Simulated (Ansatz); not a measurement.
Computed with Ansatz on PBE0-D4/def2-TZVP structures; ΔE is electronic, products minus reactants. CCSD(T)/CBS is the MP2 limit (def2-TZVPP, def2-QZVPP) plus CCSD(T) − MP2 in def2-TZVPP, frozen cores. Functionals use def2-TZVPP. For Ge outer-core shells are correlated without core-valence functions, which leaves a few kJ/mol of doubt a bond. Scalar relativity is left out up to krypton. One conformer a species, not always the lowest.

Reaction (redistribution): `[OH][GeH3]` + `CC(=N)O[SiH2]O` → `C[C](=N)[GeH2][OH]` + `O[SiH2]O`

Problem. Is it downhill or uphill in electronic energy at CCSD(T)/CBS, and by how much? (An estimate is asked.)

Solution. Computed: Uphill: ΔE = +6.1 kJ/mol.

Problem. What do these levels give: PBE0-D4, r2SCAN, PBE0, HF/def2-TZVPP, MP2/def2-TZVPP, CCSD(T)/def2-TZVPP? (An estimate is asked.)

Solution. The calculation gave: PBE0-D4 19.2, r2SCAN 20.1, PBE0 18.2, HF/def2-TZVPP 28.1, MP2/def2-TZVPP 7.7, CCSD(T)/def2-TZVPP 10.4 kJ/mol.

Largest T1 diagnostic among the species: 0.013.

In def2-TZVPP, CCSD(T) changes the Hartree–Fock value by −17.7 kJ/mol (the triples alone add −0.7 kJ/mol) and MP2 by −20.5 kJ/mol. From PBE to PBE0 (25 % exact exchange), in def2-TZVPP and without D4, ΔE moves by +4.1 kJ/mol.
